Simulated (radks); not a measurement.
The numbers below are computed, except where a source is named.
The nuclear charge of the osmium ion Os+ is varied continuously with 75 electrons held in [Xe] 4f14 5d6 6s1. Level of theory: scalar-relativistic Kohn-Sham, PBE, spin-polarised, spherical densities, point nucleus; open shells are filled with parallel spins first (spin-orbit coupling, left out, can overturn this in heavy ions) (a radial shooting solver on a logarithmic mesh with Libxc functionals). By the Hellmann-Feynman theorem dE/dZ = E(electron-nucleus)/Z, the electronic potential at the nucleus. The scalar-relativistic energy here is not variational (the density holds large components alone), so the two differ by a part that grows with Z.

Z     E (hartree)  E(electron-nucleus)/Z (hartree)  HOMO  e(HOMO) (eV)  <r> HOMO (bohr)
75    -16692.3094                         -551.081    5d        -2.210            2.107
75.1  -16747.9209                         -552.215    5d        -3.066            2.055
75.2  -16803.6482                         -553.349    5d        -3.959            2.011
75.3  -16859.4911                         -554.483    5d        -4.886            1.971
75.4  -16915.4498                         -555.617    5d        -5.845            1.935
75.5  -16971.5242                         -556.751    5d        -6.836            1.902
75.6  -17027.7144                         -557.886    5d        -7.856            1.872
75.7  -17084.0204                         -559.021    5d        -8.906            1.844
75.8  -17140.4422                         -560.156    5d        -9.983            1.817
75.9  -17196.9800                         -561.292    5d       -11.087            1.792
76    -17253.6337                         -562.427    5d       -12.216            1.769
76.1  -17310.4035                         -563.564    5d       -13.372            1.747
76.2  -17367.2892                         -564.701    5d       -14.551            1.726
76.3  -17424.2911                         -565.838    5d       -15.755            1.706
76.4  -17481.4092                         -566.976    5d       -16.982            1.686
76.5  -17538.6435                         -568.114    5d       -18.232            1.668
76.6  -17595.9941                         -569.253    5d       -19.505            1.650
76.7  -17653.4611                         -570.392    6s       -20.661            2.539
76.8  -17711.0445                         -571.532    6s       -21.676            2.514
76.9  -17768.7444                         -572.673    6s       -22.706            2.491
77    -17826.5609                         -573.814    6s       -23.750            2.468

The central difference of E at Z = 76 is -567.117 hartree, to compare with the third column; the second derivative is -11.6 hartree.
